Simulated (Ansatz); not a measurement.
Geometry optimisation, RKS B3LYP/def2-SVP in Ansatz 0.2.0.

Input file:

```yaml
crystal:
  periodic: [false, false, false]
  atoms:
    - { symbol: Cl, position_ang: [-1.2067, -1.4849, 1.4785] }
    - { symbol: C, position_ang: [-0.8955, -0.122, 0.327] }
    - { symbol: Cl, position_ang: [-2.2548, 1.0623, 0.2055] }
    - { symbol: B, position_ang: [0.5872, 0.5811, 0.6124] }
    - { symbol: C, position_ang: [0.7328, -0.0519, -0.857] }
    - { symbol: O, position_ang: [-0.5419, -0.5924, -0.9298] }
    - { symbol: H, position_ang: [1.2279, 0.6123, 1.5791] }
    - { symbol: H, position_ang: [1.56, -0.8086, -0.8625] }
    - { symbol: H, position_ang: [-0.69676, -0.81867, -1.88107] }
basis:
  gaussian: { orbitals: def2-SVP }
hamiltonian:
  xc: b3lyp
relax:
  f_tol: 0.02
  max_steps: 50
```

Command:

```bash
$ ansatz run input.yaml --threads 2 --pin off --max-ram 3072MiB --backend cpu --events-out ev --progress --plain --runs-dir out
```

Task: Where does it end, and by what steps?

Result: The forces met the threshold. After 9 steps the energy has fallen by 2.665 eV; H8 moved furthest, 0.55 Å.

| step | energy less start (eV) | largest force component (eV/Å) | accepted |
| --- | --- | --- | --- |
| 0 | 0.0000 | 6.068 | yes |
| 1 | -1.4013 | 2.878 | yes |
| 2 | -1.9912 | 1.841 | yes |
| 3 | -2.4118 | 1.787 | yes |
| 4 | -2.5861 | 0.875 | yes |
| 5 | -2.6474 | 0.316 | yes |
| 6 | -2.6614 | 0.147 | yes |
| 7 | -2.6642 | 0.066 | yes |
| 8 | -2.6647 | 0.032 | yes |
| 9 | -2.6649 | 0.012 | yes |

```xyz
9
Properties=species:S:1:pos:R:3
Cl -1.510 -1.460 1.503
C -0.874 -0.201 0.444
Cl -2.177 0.959 -0.001
B 0.628 0.336 0.644
C 0.993 -0.276 -0.604
O -0.451 -0.886 -0.879
H 1.127 0.958 1.535
H 1.692 -0.625 -1.361
H -0.916 -0.427 -1.608
```

The run took 41 s on 2 threads of AMD EPYC 7R13 Processor (Zen 3), with other jobs on the host, peak memory 0.27 GiB.
